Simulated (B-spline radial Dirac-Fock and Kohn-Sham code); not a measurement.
Satellites and hypersatellites of the K lines of Zr⁷⁺

System: Zr⁷⁺, [Ar] 3d10 4s2 4p3.

The computed values come from a radial atomic solver: Dirac-Fock (average of configuration) total-energy differences with a finite nucleus, the Breit interaction including its frequency dependence, and self-energy and vacuum-polarisation corrections. Each two-hole energy is an average over J within one jj subconfiguration, not an observable level; in light atoms, where LS coupling holds, the j-resolved values are not observed lines, and for a K spectator the Kα1 hypersatellite is nearly forbidden. Correlation and solid-state effects are left out.

Lines without a spectator: Kα1 (K-L3) 15775.2 eV, Kβ1 (K-M3) 17669.2 eV. Shifts in eV with one spectator hole (a dash: not computed, or left out as unreliable):

```
spectator hole     Kα1     Kβ1
        K (1s)  +450.1  +561.2
    M4 (3d3/2)   -1.43       –
    M5 (3d5/2)   -0.40       –
```

Run: 38 s of CPU time on 1 thread of Intel(R) Xeon(R) Platinum 8375C CPU @ 2.90GHz (shared host), peak memory 0.42 GiB.
